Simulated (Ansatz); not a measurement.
Basis-set extrapolation for C2H7AlFN (`[CH3][Al]([NH2])[CH2]F`) (PBE0-D4/def2-TZVP geometry, frozen core, Ansatz). Multiplicity 1, RHF reference.

```
                      def2-TZVPP   def2-QZVPP
                 HF  -475.760139  -475.778580
    MP2 correlation    -0.893244    -0.961791
CCSD(T) correlation    -0.966066      not run
```

Energies in hartree. Use E(X) = E(∞) + A·exp(−7.88·√X) for Hartree–Fock and E(X) = E(∞) + B·X^(−2.97) for correlation, with X = 3 and 4, and add CCSD(T) minus MP2 of the smaller set to the MP2 limit.

Q: What is the CCSD(T) energy at the basis-set limit?

A: HF limit: -475.778580 + (-0.018441) × 0.13774 = -475.78112. MP2 limit: -0.961791 + (-0.068547) × 0.74074 = -1.01257. Higher-order term: -0.966066 − (-0.893244) = -0.07282. Total: -476.86651 hartree, 88.0 kcal/mol below CCSD(T)/def2-TZVPP.
